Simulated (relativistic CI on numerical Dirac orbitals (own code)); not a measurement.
**What each ingredient does to the levels of Au LXX**

Base calculation: Dirac-Coulomb-Breit CI, KLI orbitals optimised for each configuration, model QED, unscaled Slater integrals.

Configuration list (outside the closed core 1s2): 2s2 2p6, 2s2 2p5 3s, 2s2 2p5 3p, 2s2 2p5 3d, 2s 2p6 3s, 2s 2p6 3p, 2s 2p6 3d, 2s2 2p5 4s, 2s2 2p5 4p, 2s2 2p5 4d, 2s2 2p5 4f, 2s2 2p4 3s2, 2s2 2p4 3s 3p, 2s 2p6 4s, 2s2 2p4 3s 3d, 2s2 2p4 3p2. Levels of other configurations are missing.

The lowest level and the first level of each name with at least 55 % of one term (blank where a level has no safe partner in the second run):

| Level | Base (eV) | Shift (eV) |
| --- | --- | --- |
| 2s2 2p6 1S_0 | 0.0 | 0.0 |
| 2s2 2p5 3s 3P°_2 | 9493.5 | +24.0 |
| 2s2 2p5 3s 1P°_1 | 9502.9 | +23.5 |
| 2s2 2p5 3p 3D_3 | 10176.6 | +25.2 |
| 2s2 2p5 3p 1P_1 | 10177.3 | +24.3 |
| 2s2 2p5 3p 3P_2 | 10191.1 | +22.9 |
| 2s2 2p5 3p 1S_0 | 10254.2 | +20.6 |
| 2s2 2p5 3d 3P°_0 | 10349.8 | +20.3 |
| 2s2 2p5 3d 3P°_1 | 10360.7 | +24.1 |
| 2s2 2p5 3d 3F°_4 | 10474.5 | +30.1 |
| 2s2 2p5 3d 3D°_3 | 10493.4 | +27.7 |
| 2s2 2p5 3d 1P°_1 | 10524.6 | +29.3 |
| 2s2 2p5 3s 3P°_0 | 11373.7 | +43.4 |
| 2s2 2p5 3s 3P°_1 | 11377.2 | +45.0 |
| 2s2 2p5 3p 3D_1 | 11534.0 | +40.3 |
| 2s2 2p5 3p 3P_0 | 11588.6 | +36.7 |
| 2s 2p6 3s 3S_1 | 11908.1 | +23.6 |
| 2s 2p6 3s 1S_0 | 11949.9 | +21.3 |
| 2s 2p6 3p 3P°_1 | 12079.8 | +18.6 |
| 2s 2p6 3p 3P°_0 | 12080.9 | +15.3 |
| 2s2 2p5 3d 3F°_2 | 12240.6 | +47.0 |
| 2s 2p6 3p 3P°_2 | 12601.1 | +22.9 |

At this charge energies of transitions that change n are usually good to better than 1 %, and those within a shell (Δn = 0) to a few per cent.

**Question.** One thing was changed in a second run, which moved the levels as shown. Which?
A. configuration mixing switched off
B. QED terms removed
C. Breit term removed
D. valence Slater integrals scaled by 0.9

**Answer.** C. Breit term removed. The Breit term mainly narrows fine-structure intervals, so removing it widens them.

LS names give the leading component of a level, which can be under half, so a name can repeat, a term be missing and a line seem to break the LS rules.
